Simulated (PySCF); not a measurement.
Method: r2SCAN-D4/def2-TZVP (PySCF). Isolated molecules, 0 K electronic values unless said otherwise. One relaxed conformer stands for a flexible species; it need not be the lowest. Excitations are Tamm–Dancoff values on a coarser integration grid. The basis has no diffuse functions, so Rydberg states are missing or too high.

Reference species (SMILES): `C=[SiH]N` (neutral, multiplicity 1).

```
Property                                      Result
-------------------------------------------  -------
brightest of the four lowest singlets (TDA)  5.76 eV
S1 excitation (TDA)                          5.16 eV
```

Changed species: `C=N[SiH3]`.

Q: What does the change do to the brightest of the four lowest singlets (TDA) and S1 excitation (TDA)?

A: the brightest of the four lowest singlets (TDA) rises by 1.21 eV, to 6.97 eV; the S1 excitation (TDA) falls by 0.80 eV, to 4.36 eV.
